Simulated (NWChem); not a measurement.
Electron attachment to H₂BO₂

SMILES: O[B]O
```xyz
5

O     -1.2159     0.0000    -0.0411
B      0.0000     0.0000     0.5379
O      1.2159     0.0000    -0.0411
H     -1.2184     0.0000    -1.0157
H      1.2184     0.0000    -1.0157
```
Charge 0, spin multiplicity 2.

Everything below was run with NWChem. All single points use one geometry, from UB3LYP/def2-SVP, a minimum by its harmonic frequencies. It is one conformer; others weren't searched.

Basis set: def2-TZVPD. The species with one electron more has spin multiplicity 1 and keeps the geometry of the parent. Δ marks differences of total energies (open shells unrestricted). −ε marks an orbital energy of the parent. That orbital need not have the symmetry of the hole or added electron in the Δ rows. The basis adds only a small set of diffuse functions.

B3LYP has NWChem's definition, with VWN1-RPA local correlation. The structure started from a generated list of species. The unpaired electrons of the parent sit in orbitals of symmetry a1 (C2v labels of the run); other states weren't searched. The stability of the SCF solutions was not checked.

Task: One of these methods gave a vertical electron affinity of 2.13 eV. Which?
(A) −ε(beta LUMO) of BHandHLYP
(B) G0W0@PBE0
(C) −ε(beta LUMO) of B3LYP
(D) ΔB3LYP

Result: C, −ε(beta LUMO) of B3LYP. The others give 0.48 (ΔB3LYP), -0.05 (G0W0@PBE0), 1.06 (−ε(beta LUMO) of BHandHLYP).
